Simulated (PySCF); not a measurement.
An excited-state job on `c1c(c[se]n1)OC`.

Method: TDDFT B3LYP/def2-SVPD, vertical, gas phase, core orbitals frozen in the response (PySCF 2.14.0, density-fitted response routines). Geometry: GFN2-xTB. A driver script takes a list of jobs; this job's settings line and coordinates (Å) are shown.

Input:
```
{"job": {"kind": "uv", "xc": "B3LYP", "basis": "def2-SVPD", "nstates": 8, "ntriplets": 3}, "charge": 0, "multiplicity": 1}
C      1.940680     0.007118    -0.021278
O      0.824992    -0.841580    -0.154377
C     -0.393889    -0.268389    -0.041711
C     -1.565069    -1.068041    -0.191081
N     -2.722726    -0.493262    -0.079129
Se    -2.541465     1.243553     0.250878
C     -0.704919     1.041922     0.208400
H      2.816370    -0.625830    -0.151068
H      1.969070     0.473210     0.969060
H      1.936535     0.788848    -0.787980
H     -1.520735    -2.125767    -0.391995
H     -0.037646     1.867532     0.364254
```

Task: Give the output.

Result: 
```
coarse grid: 50712 points
cycle   1  E = -2686.4007384321  dE =  3.116e-01  |g| = 5.776e-01  |ddm| = 6.623e+00
cycle   2  E = -2686.2606973260  dE =  1.400e-01  |g| = 9.899e-01  |ddm| = 2.308e+00
cycle   3  E = -2686.4584022595  dE = -1.977e-01  |g| = 1.809e-01  |ddm| = 1.649e+00
cycle   4  E = -2686.4649964749  dE = -6.594e-03  |g| = 8.245e-02  |ddm| = 3.886e-01
cycle   5  E = -2686.4666967380  dE = -1.700e-03  |g| = 1.919e-02  |ddm| = 1.645e-01
cycle   6  E = -2686.4667554776  dE = -5.874e-05  |g| = 1.202e-02  |ddm| = 4.880e-02
cycle   7  E = -2686.4667881314  dE = -3.265e-05  |g| = 1.867e-03  |ddm| = 2.139e-02
cycle   8  E = -2686.4667889150  dE = -7.836e-07  |g| = 5.595e-04  |ddm| = 3.841e-03
final grid: 106968 points
cycle   9  E = -2686.4667919249  dE =  1.166e-07  |g| = 9.504e-04  |ddm| = 8.726e-03
cycle  10  E = -2686.4667913164  dE =  6.085e-07  |g| = 1.765e-03  |ddm| = 4.099e-03
cycle  11  E = -2686.4667921667  dE = -8.504e-07  |g| = 1.988e-04  |ddm| = 2.797e-03
cycle  12  E = -2686.4667921760  dE = -9.275e-09  |g| = 2.835e-05  |ddm| = 3.351e-04
cycle  13  E = -2686.4667921762  dE = -1.578e-10  |g| = 8.738e-06  |ddm| = 5.651e-05
converged SCF energy = -2686.4667921762

Static polarisability (au): isotropic 82.142, principal 55.858 82.736 107.831

Singlet excitations
state   eV       nm        f      main configurations
  1   4.6077    269.1   0.00045   H->L+1 0.98
  2   4.7631    260.3   0.10753   H->L 0.93
  3   5.2483    236.2   0.00192   H-2->L 0.97
  4   5.5953    221.6   0.00151   H-1->L+1 0.96
  5   5.7934    214.0   0.03818   H-1->L 0.80, H-2->L+1 0.14
  6   5.8529    211.8   0.00162   H->L+2 0.96
  7   6.0143    206.1   0.01102   H->L+3 0.98
  8   6.1154    202.7   0.06039   H-2->L+1 0.80, H-1->L 0.13

Triplet excitations (Tamm-Dancoff, eV): 3.4713 4.0857 4.2707
```

The SCF starts on a coarse grid where the log names one; the energy can jump when the final grid takes over, and dE then counts from the start density on the new grid. H and L stand for HOMO and LUMO; the number after each pair is its weight.

Task: Which computed singlet has the largest oscillator strength, and what do all of them sum to?

Result: State 2 at 4.76 eV (260 nm), f = 0.108; the 8 states sum to 0.223.

Task: Give the mean polarisability as a volume in Å³, and the ratio of the largest to the smallest principal value.

Result: 82.142 au × 0.148185 = 12.17 Å³; 107.831/55.858 = 1.93.

Summary of the converged run: HOMO -6.39 eV, LUMO -1.19 eV; lowest singlet 4.61 eV; lowest triplet 3.47 eV (Tamm–Dancoff); mean polarisability 82.1 au.

 Relativistic effects, spin–orbit coupling among them, are left out although an element past zinc is present.

The run took 36 s wall on Arm Neoverse V1, one thread, on a shared host.

One conformer stands for the species.
Labels such as C1 count atoms from 1, the log's own numbers from 0.
